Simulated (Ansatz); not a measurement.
4,4-difluorobuta-1,2-diene (C4H4F2), SMILES C=C=CC(F)F.

Geometry: TPSSh-D3(BJ)/def2-SVP. The values are those of a single conformer.

Two levels are set side by side: PBE/def2-SVPD (Ansatz, a first-principles code) and PBE0/def2-SVPD (Ansatz). Energy differences of separate SCF runs at the same geometry; the states with an electron removed or added have multiplicity 2 and 2. Differences are taken from unrounded values.

```json
[
 {"quantity": "vertical ionisation energy (eV)", "PBE0": "10.50"},
 {"quantity": "vertical singlet–triplet gap (eV)", "PBE0": "4.53"}
]
```

Q: What does PBE give, and how far is it from PBE0? (Estimate from the structure and the level; the computed values follow.)

A: 
```json
[
 {"quantity": "vertical ionisation energy (eV)", "PBE": "10.27", "PBE minus PBE0": "-0.23"},
 {"quantity": "vertical singlet–triplet gap (eV)", "PBE": "4.64", "PBE minus PBE0": "0.10"}
]
```
